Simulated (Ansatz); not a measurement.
Start from `[NH2][AlH][SiH2]S` and change one atom or group to get `CS[SiH2][AlH][NH2]`.

Ansatz, PBE0-D4/def2-TZVP geometries, multiplicity 1. Each molecule was computed in one conformer, which needn't be the lowest.

```csv
property,`[NH2][AlH][SiH2]S`
HOMO–LUMO gap (B3LYP/def2-TZVPP) / eV,5.28
LUMO energy (PBE/def2-TZVPP) / eV,-2.00
LUMO energy (ωB97M-V/def2-TZVPP) / eV,0.39
LUMO energy (PBE0/def2-TZVPP) / eV,-1.27
size of the dipole moment (PBE/def2-TZVPP) / D,2.33
HOMO–LUMO gap (PBE0/def2-TZVPP) / eV,5.65
```

**Question.** What does the change do to each property? (Best estimate.)

**Answer.** Ansatz gave: 
| property | `CS[SiH2][AlH][NH2]` | shift |
| --- | --- | --- |
| HOMO–LUMO gap (B3LYP/def2-TZVPP) / eV | 4.79 | -0.49 |
| LUMO energy (PBE/def2-TZVPP) / eV | -2.03 | -0.03 |
| LUMO energy (ωB97M-V/def2-TZVPP) / eV | 0.35 | -0.04 |
| LUMO energy (PBE0/def2-TZVPP) / eV | -1.30 | -0.03 |
| size of the dipole moment (PBE/def2-TZVPP) / D | 2.75 | 0.42 |
| HOMO–LUMO gap (PBE0/def2-TZVPP) / eV | 5.16 | -0.49 |

The zero-point energy changes by 78.2 kJ/mol with +9 modes. Dipoles are sizes alone; their direction can turn.

B3LYP here is the variant with VWN-RPA as its local correlation; programs differ in this.
